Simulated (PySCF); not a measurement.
ZrIH3, SMILES [ZrH3][I], multiplicity 1.

Geometry: B3LYP-D3(BJ)/def2-TZVP. The multiplicity is an assumed one; no other spin state was optimised. The structure was generated by enumeration; whether it is a known compound was not checked. The def2 effective core potentials stand for the cores of I, Zr; spin–orbit coupling is left out.

The numbers are results of PBE/def2-TZVPD (PySCF), not measurements.

Symmetry labels are those of the subgroup Cs that the program uses (full group C3v).

Computed valence orbital energies around the gap with their symmetry:
| orbital | symmetry | energy (eV) |
|---|---|---|
| HOMO−7 | A' | -33.02 |
| HOMO−6 | A' | -17.51 |
| HOMO−5 | A' | -8.36 |
| HOMO−4 | A' | -7.67 |
| HOMO−3 | A' | -7.44 |
| HOMO−2 | A" | -7.44 |
| HOMO−1 | A' | -7.18 |
| HOMO | A" | -7.18 |
| LUMO | A' | -3.62 |
| LUMO+1 | A" | -3.62 |
| LUMO+2 | A' | -2.99 |
| LUMO+3 | A" | -2.31 |
